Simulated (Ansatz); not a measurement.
Species: BNH$_{2}$, charge 0, singlet. BNH2 (iminoborane, SMILES B=N).
B3LYP-D3(BJ)/def2-TZVP minimum from Ansatz (a program for electronic structure):
```xyz
4

B      0.0000     0.0000    -0.6920
N      0.0000     0.0000     0.5409
H      0.0000     0.0000    -1.8589
H      0.0000     0.0000     1.5327
```
Charge 0, spin multiplicity 1.

Total energies in cc-pVTZ, 10 correlated electrons, 2 frozen orbitals. Radicals and triplets start from unrestricted determinants; spin-orbit coupling is neglected. Correlated methods leave the cores frozen. No relativity.

```
method    program  energy (Eh)  minus CCSDT(Q) (mEh)
--------  -------  -----------  --------------------
HF         Ansatz    -80.32613                330.90
MP2        Ansatz    -80.63049                 26.55
CCSD       Ansatz    -80.64148                 15.56
CCSD(T)    Ansatz    -80.65587                  1.17
CCSDT(Q)   Ansatz    -80.65703                  0.00
```

Rough core times of Ansatz's runs on a shared machine: CCSD(T) under 20 s, CCSDT(Q) 60 s.
